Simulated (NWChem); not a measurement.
System: AgH2OBr; SMILES [OH2]->[Ag][Br]

Program: NWChem. Structure relaxed at the PBE0/def2-SVP level. def2 effective core potentials on Ag; no spin-orbit coupling.

For level Hartree-Fock/def2-SVP (core potentials):

| Quantity | Result |
|---|---|
| highest occupied level (eV) | -9.04 |
| orbital gap (eV) | 10.12 |
| dipole (D) | 9.89 |

Q: Estimate the same quantities for level Hartree-Fock/STO-3G (all-electron, non-relativistic).

A: 
| Quantity | Value |
|---|---|
| highest occupied level (eV) | -4.76 |
| orbital gap (eV) | 11.89 |
| dipole (D) | 8.76 |
